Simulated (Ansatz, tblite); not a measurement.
Forces on Si(PMe2)H3 (C₂H₉PSi) at its PBE-D4/def2-SVP geometry. Charge 0, multiplicity 1.

The xTB rows come from tblite.

GFN1-xTB (tblite), largest force 0.84 eV/Å:

```xyz
13
positions Å, forces eV/Å
Si    1.644   -0.823   -0.212   -0.146    0.058    0.107
P    -0.141   -0.128    1.013    0.645   -0.295   -0.239
C    -1.504   -0.844   -0.059   -0.532   -0.157   -0.245
C    -0.186    1.657    0.439   -0.143    0.579   -0.098
H    -1.408   -0.588   -1.134   -0.124   -0.173    0.568
H    -2.479   -0.464    0.310    0.502   -0.227   -0.266
H    -1.514   -1.947    0.049   -0.008    0.573   -0.104
H    -0.160    1.773   -0.664   -0.025    0.015    0.603
H    -1.114    2.127    0.822    0.512   -0.200   -0.257
H     0.672    2.204    0.878   -0.444   -0.256   -0.271
H     1.793   -2.316   -0.075    0.051    0.788   -0.160
H     2.893   -0.165    0.314   -0.566   -0.428   -0.381
H     1.504   -0.487   -1.680    0.278   -0.276    0.743
```

GFN2-xTB (tblite), largest force 0.70 eV/Å:

```
Si 0.288 -0.126 -0.113
P 0.091 0.087 -0.684
C -0.310 -0.067 -0.131
C -0.107 0.321 -0.053
H 0.052 -0.080 0.656
H 0.526 -0.169 -0.185
H 0.097 0.632 -0.022
H -0.011 -0.201 0.630
H 0.467 -0.274 -0.203
H -0.442 -0.396 -0.228
H -0.122 0.691 -0.066
H -0.606 -0.264 -0.240
H 0.077 -0.153 0.639
```

PBE0-D4/def2-TZVP (Ansatz), largest force 0.65 eV/Å:

```
Si 0.019 -0.010 0.006
P -0.104 0.178 -0.619
C -0.132 -0.081 -0.057
C -0.002 0.162 -0.007
H -0.008 -0.108 0.548
H 0.476 -0.174 -0.164
H 0.016 0.528 -0.049
H -0.008 -0.104 0.545
H 0.437 -0.238 -0.174
H -0.402 -0.270 -0.209
H -0.039 0.318 -0.035
H -0.269 -0.135 -0.115
H 0.015 -0.065 0.329
```
